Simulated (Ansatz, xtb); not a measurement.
Two isomers of C4H5N3O2

We compare X, `CC(=O)Oc1ncn[nH]1`, a singlet, with Y, `COC(=O)c1nc[nH]n1`, a singlet. Both are isolated molecules in the gas phase, relaxed with B3LYP/def2-SVP; the shapes shown needn't be the lowest conformers.

X (Å):

```
atom    x (Å)    y (Å)    z (Å)
   C  -2.2179   0.0234  -1.8235
   C  -0.7825  -0.1323  -1.4124
   C   0.5075  -0.3224   0.5909
   C   1.9506  -0.5082   2.0758
   N   0.6065  -0.3703   1.8959
   N   2.6670  -0.5465   0.9658
   N   1.7234  -0.4256   0.0067
   O   0.1698  -0.2024  -2.1457
   O  -0.6836  -0.1865  -0.0489
   H  -2.6329   0.9448  -1.3868
   H  -2.2832   0.0587  -2.9169
   H  -2.8118  -0.8168  -1.4321
   H   2.4131  -0.5825   3.0595
   H   1.9288  -0.4156  -0.9873
```

Y (Å):

```yaml
atoms:
  - { symbol: C, position_ang: [0.3247, -4.5937, -0.5929] }
  - { symbol: C, position_ang: [1.0525, -2.4078, -0.1507] }
  - { symbol: C, position_ang: [0.6878, -1.1056, 0.4800] }
  - { symbol: C, position_ang: [0.8553, 0.8867, 1.1105] }
  - { symbol: N, position_ang: [1.5345, -0.0360, 0.4694] }
  - { symbol: N, position_ang: [-0.3496, 0.3849, 1.4880] }
  - { symbol: N, position_ang: [-0.4722, -0.8869, 1.0929] }
  - { symbol: O, position_ang: [0.0696, -3.3126, -0.0207] }
  - { symbol: O, position_ang: [2.1001, -2.6179, -0.7069] }
  - { symbol: H, position_ang: [0.4949, -4.5125, -1.6776] }
  - { symbol: H, position_ang: [-0.5665, -5.2006, -0.3918] }
  - { symbol: H, position_ang: [1.2136, -5.0572, -0.1381] }
  - { symbol: H, position_ang: [1.1742, 1.9064, 1.3255] }
  - { symbol: H, position_ang: [-1.1036, 0.8360, 1.9962] }
```

Quicker runs give these differences E(Y) − E(X): GFN2-xTB +13.1 kcal/mol; HF/STO-3G +6.2 kcal/mol (at GFN2-xTB geometries); r2SCAN-D4/def2-SVP +6.2 kcal/mol (at GFN2-xTB geometries).

Q: Estimate E(Y) − E(X) at the level CCSD(T)/def2-SVP + ΔMP2/def2-TZVPP.

A: Calculated at CCSD(T)/def2-SVP + ΔMP2/def2-TZVPP: E(Y) − E(X) = +5.2 kcal/mol, so structure X lies lower.

How the difference moves with the method:

| level | geometry | E(Y) − E(X) (kcal/mol) | departure from the last row (kcal/mol) | job, with rough time for the two |
| --- | --- | --- | --- | --- |
| GFN2-xTB | GFN2-xTB | +13.1 | +7.9 | optimisation, 0.13 s |
| HF/STO-3G | GFN2-xTB | +6.2 | +1.0 | single point, 0.44 s |
| r2SCAN-D4/def2-SVP | GFN2-xTB | +6.2 | +1.0 | single point, 4.3 s |
| B3LYP/def2-SVP | B3LYP/def2-SVP | +6.1 | +0.9 | optimisation, 38 s |
| HF/def2-SVP | B3LYP/def2-SVP | +6.8 | +1.6 | part of the CCSD(T) run |
| MP2/def2-SVP | B3LYP/def2-SVP | +3.9 | −1.3 | part of the CCSD(T) run |
| CCSD(T)/def2-SVP | B3LYP/def2-SVP | +4.8 | −0.4 | single point |
| CCSD(T)/def2-SVP + ΔMP2/def2-TZVPP | B3LYP/def2-SVP | +5.2 |  | single point, 2.3 min |

As drawn, both hold the same kinds of bond in the same numbers.

None of the levels shown reverses the order. The largest departure from CCSD(T)/def2-SVP + ΔMP2/def2-TZVPP is that of GFN2-xTB, 7.9 kcal/mol. The last row adds to CCSD(T) the change of the MP2 difference between the two basis sets, here +0.4 kcal/mol.

With thermal terms from frequencies at re-optimised GFN2-xTB minima (ideal gas, soft modes damped towards free rotors, one conformer each, 298.15 K, 1 atm): on the last row, ΔE + ΔZPE = +5.2, ΔH = +5.4, ΔG = +5.0 kcal/mol.

The correlated steps freeze 9 core orbitals. Codes used: Ansatz 0.2.0, xtb 6.7.1; the last row on 4 threads of Arm Neoverse V1 on a shared host.
